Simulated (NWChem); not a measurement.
System meant: NbOCl₃, triplet; SMILES of the neutral closed-shell parent [O]=[Nb]([Cl])([Cl])[Cl]

Here is an NWChem input.

```
start job
memory heap 200 mb stack 700 mb global 900 mb
geometry units angstroms noautoz
  Nb     0.268800    -0.349986     0.039447
  O      1.908416    -0.590813     0.284127
  Cl    -1.017568    -2.266102    -0.155150
  Cl    -0.497243     1.671305     1.258132
  Cl    -0.108535     1.674672    -1.344848
end
basis spherical
  * library def2-svp
end
dft
  odft
  mult 3
  xc pbe0
  iterations 150
  mulliken
end
task dft energy
```

End of the output:

```
             Northwest Computational Chemistry Package (NWChem) 7.3.0
             --------------------------------------------------------

 CS  symmetry detected

                             Geometry "geometry" -> ""
                             -------------------------

 Output coordinates in angstroms (scale by  1.889725989 to convert to a.u.)

  No.       Tag          Charge          X              Y              Z
 ---- ---------------- ---------- -------------- -------------- --------------
    1 Nb                  41.0000     0.30686906     0.32333131     0.00000000
    2 O                    8.0000     1.97688699     0.45465386     0.00000000
    3 Cl                  17.0000    -0.86535031     2.32083286     0.00000000
    4 Cl                  17.0000    -0.40252270    -1.65729333     1.31592250
    5 Cl                  17.0000    -0.40252270    -1.65729333    -1.31592250

 Effective nuclear repulsion energy (a.u.)     753.7727744891

      Symmetry information
      --------------------

 Group name             Cs
 Group number              2
 Group order               2
 No. of unique centers     4

                                 NWChem DFT Module
                                 -----------------

 Summary of "ao basis" -> "ao basis" (spherical)
 ------------------------------------------------------------------------------
       Tag                 Description            Shells   Functions and Types
 ---------------- ------------------------------  ------  ---------------------
 Nb                         def2-svp                11       31   5s3p2d1f
 O                          def2-svp                 6       14   3s2p1d
 Cl                         def2-svp                 8       18   4s3p1d

      Symmetry analysis of basis
      --------------------------

        a'         62
        a"         37

            General Information
            -------------------
          SCF calculation type: DFT
          Wavefunction type:  spin polarized.
          No. of atoms     :     5
          No. of electrons :   100
           Alpha electrons :    51
            Beta electrons :    49
          Charge           :     0
          Spin multiplicity:     3
          Use of symmetry is: on ; symmetry adaption is: on
          Maximum number of iterations: 150
          AO basis - number of functions:    99
                     number of shells:    41
          Convergence on energy requested:  1.00D-06
          Convergence on density requested:  1.00D-05
          Convergence on gradient requested:  5.00D-04

              XC Information
              --------------
                         PBE0 Method XC Functional
                     Hartree-Fock (Exact) Exchange  0.250
          PerdewBurkeErnzerhof Exchange Functional  0.750
            Perdew 1991 LDA Correlation Functional  1.000 local
           PerdewBurkeErnz. Correlation Functional  1.000 non-local

             Grid Information
             ----------------
          Grid used for XC integration:  medium
          Radial quadrature: Mura-Knowles
          Angular quadrature: Lebedev.
          Tag              B.-S. Rad. Rad. Pts. Rad. Cut. Ang. Pts.
          ---              ---------- --------- --------- ---------
          Nb                  1.45      123           8.0       590
          O                   0.60       49           9.0       434
          Cl                  1.00       88          10.0       590
          Grid pruning is: on
          Number of quadrature shells:   348
          Spatial weights used:  Erf1

      Superposition of Atomic Density Guess
      -------------------------------------

 Sum of atomic energies:       -2177.16934322

      Non-variational initial energy
      ------------------------------

 Total energy =   -2183.404428
 1-e energy   =   -4476.522164
 2-e energy   =    1539.344962
 HOMO         =      -1.007838
 LUMO         =      -1.003435

   Symmetry analysis of molecular orbitals - initial alpha
   -------------------------------------------------------

  Numbering of irreducible representations:

     1 a'          2 a"

  Orbital symmetries:

     1 a'          2 a'          3 a"          4 a'          5 a'
     6 a'          7 a'          8 a'          9 a"         10 a'
    11 a'         12 a"         13 a'         14 a'         15 a"
    16 a'         17 a"         18 a'         19 a'         20 a"
    21 a'         22 a"         23 a'         24 a'         25 a"
    26 a"         27 a'         28 a'         29 a'         30 a"
    31 a'         32 a"         33 a"         34 a'         35 a'
    36 a'         37 a"         38 a'         39 a'         40 a'
    41 a"         42 a'         43 a'         44 a"         45 a'
    46 a'         47 a"         48 a'         49 a'         50 a"
    51 a'         52 a"         53 a'         54 a"         55 a'
    56 a"         57 a"         58 a'         59 a'         60 a"
    61 a'

   Symmetry analysis of molecular orbitals - initial beta
   ------------------------------------------------------

  Numbering of irreducible representations:

     1 a'          2 a"

  Orbital symmetries:

     1 a'          2 a'          3 a"          4 a'          5 a'
     6 a'          7 a'          8 a'          9 a"         10 a'
    11 a'         12 a"         13 a'         14 a'         15 a"
    16 a'         17 a"         18 a'         19 a'         20 a"
    21 a'         22 a"         23 a'         24 a'         25 a"
    26 a"         27 a'         28 a'         29 a'         30 a"
    31 a'         32 a"         33 a"         34 a'         35 a'
    36 a'         37 a"         38 a'         39 a'         40 a'
    41 a"         42 a'         43 a'         44 a"         45 a'
    46 a'         47 a"         48 a'         49 a'         50 a"
    51 a'         52 a"         53 a'         54 a"         55 a'
    56 a"         57 a"         58 a'         59 a'         60 a"
    61 a'

     ---------------------------------------------
      Total Density - Mulliken Population Analysis
     ---------------------------------------------

    Atom       Charge   Shell Charges
 -----------   ------   -------------------------------------------------------
    1 Nb  41    48.55   2.00  2.02  2.07  2.32 -0.42  6.05  7.69 -0.24 10.43  2.40 14.24
    2 O    8     9.72   1.99  1.29  0.62  4.30  1.44  0.09
    3 Cl  17    15.34   2.00  1.99  1.12  0.79  5.93  1.64  1.65  0.23
    4 Cl  17    13.19   2.00  1.99  0.92  0.89  5.91  0.77  0.62  0.07
    5 Cl  17    13.19   2.00  1.99  0.92  0.89  5.91  0.77  0.62  0.07

     --------------------------------------------
      Spin Density - Mulliken Population Analysis
     --------------------------------------------

[...]
```

**Question.** Find the fault in this run and fix the input.

**Answer.** The run ends normally but its numbers are meaningless: the def2 basis of a heavy element holds valence functions alone and wants its effective core potential (without it all electrons must fit into that basis). This input runs:
```
start job
memory heap 200 mb stack 700 mb global 900 mb
geometry units angstroms noautoz
  Nb     0.268800    -0.349986     0.039447
  O      1.908416    -0.590813     0.284127
  Cl    -1.017568    -2.266102    -0.155150
  Cl    -0.497243     1.671305     1.258132
  Cl    -0.108535     1.674672    -1.344848
end
basis spherical
  Nb library def2-svp
  O library def2-svp
  Cl library def2-svp
end
ecp
  Nb library def2-ecp
end
dft
  odft
  mult 3
  xc pbe0
  iterations 150
  mulliken
end
task dft energy
```
It converges to -1511.91211 Ha (PBE0/def2-SVP with def2 effective core potentials on Nb, spin-unrestricted). The faulty run gave -2219.076 Ha, with all electrons squeezed into the valence basis.
